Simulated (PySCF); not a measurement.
Spectrum to structure. The calculation used TDDFT CAM-B3LYP/def2-SVPD, vertical, gas phase, core orbitals frozen in the response (PySCF 2.14.0, density-fitted response routines). Geometries: GFN2-xTB, one conformer each.

```json
{"state": "S1", "E (eV)": "4.37", "f": "0.0000", "main configurations (H = HOMO, L = LUMO)": "H→L (87%), H→L+1 (8%)"}
{"state": "S2", "E (eV)": "6.52", "f": "0.027", "main configurations (H = HOMO, L = LUMO)": "H-1→L (97%)"}
{"state": "S3", "E (eV)": "7.27", "f": "0.025", "main configurations (H = HOMO, L = LUMO)": "H→L+1 (62%), H→L+2 (20%), H→L+4 (9%)"}
{"state": "S4", "E (eV)": "7.81", "f": "0.0000", "main configurations (H = HOMO, L = LUMO)": "H→L+2 (71%), H→L+1 (18%)"}
{"state": "S5", "E (eV)": "7.86", "f": "0.021", "main configurations (H = HOMO, L = LUMO)": "H-2→L (77%)"}
{"state": "S6", "E (eV)": "7.95", "f": "0.024", "main configurations (H = HOMO, L = LUMO)": "H-1→L+1 (60%), H-1→L+2 (18%), H-2→L (9%)"}
{"state": "S7", "E (eV)": "8.08", "f": "0.022", "main configurations (H = HOMO, L = LUMO)": "H→L+3 (78%)"}
{"state": "S8", "E (eV)": "8.27", "f": "0.059", "main configurations (H = HOMO, L = LUMO)": "H-1→L+2 (64%), H-1→L+1 (20%), H-1→L+4 (9%)"}
```

Task: Which candidate is it? All have the formula C5H8O2.
A. tiglic acid, `C/C=C(\C)C(=O)O`
B. tetrahydropyran-4-one, `O=C1CCOCC1`
C. delta-valerolactone, `O=C1CCCCO1`

Result: B. Its S1, at 4.37 eV, is the lowest among the candidates; the nearest of the others has S1 at 5.26 eV. S1 is HOMO→LUMO (87%), HOMO→LUMO+1 (8%). Löwdin shares by element: HOMO oxygen 57% or more, carbon 33% or more; LUMO carbon 42% or more, oxygen 27% or more (atoms not listed hold the other 31%). At the same level the other candidates give, for their lowest levels:
- `C/C=C(\C)C(=O)O`: 5.26 eV (f 0.000); 6.09 eV (f 0.423); 7.10 eV (f 0.000); 7.36 eV (f 0.049); 7.61 eV (f 0.000); T1 3.78 eV; HOMO -8.87, LUMO 0.01 eV
- `O=C1CCCCO1`: 5.62 eV (f 0.001); 7.54 eV (f 0.013); 7.76 eV (f 0.124); 8.08 eV (f 0.002); 8.31 eV (f 0.042); T1 5.12 eV; HOMO -9.17, LUMO 0.90 eV
Triplets come from the Tamm–Dancoff approximation.
